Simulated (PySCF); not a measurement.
**Spinor energies of Yb⁵⁹⁺ (ytterbium, charge +59)**

Start: [Ne] 3s1; 3s1/2 filled at m_j = +1/2. Calculated with PySCF 2.14 in an even-tempered Gaussian basis (18 s from 18 bohr⁻², ratio 2.4; 14 p from 24 bohr⁻², ratio 2.4; 4 d from 75 bohr⁻², ratio 2.6; 4 f from 110 bohr⁻², ratio 2.6): generalised Hartree-Fock with the X2C-1e Hamiltonian and a Gaussian nucleus; one run each with spin-orbit coupling (SO) switched off, then screened by Boettger's factors.

```tsv
spinor shell	electrons	ε, spin-free (eV)	ε, screened SO (eV)	weight of nominal j (screened SO)	rms radius, screened SO (bohr)
1s1/2	2	-66556.2	-66544.8	1.000	0.0223
2s1/2	2	-15179.2	-15176.3	1.000	0.0884
2p1/2	2	-13959.4	-14729.6	1.000	0.0753
2p3/2	4	-13959.4	-13642.4	1.000	0.0818
3s1/2	1	-6240.5	-6240.0	1.000	0.210
```

```
   quantity     spin-free   screened SO
E (hartree)  -10007.03584  -10017.54048
        M_J           1/2           1/2
       ⟨J²⟩         0.750         0.750
       ⟨L²⟩         0.000         0.026
       ⟨S²⟩         0.750         0.776
```

Each row is a mean over spinors that exchange with the open shell spreads, by up to 15.340 eV (2s1/2).

Breit and QED terms are absent; they matter most for the inner s and p1/2 levels.

Densities and radii are taken from the X2C orbitals without a picture-change correction, which distorts them close to the nucleus.

Without spin-orbit coupling the j labels of p, d and f shells carry no meaning; the spin-free column gives the mean over the occupied spinors of each nl shell.
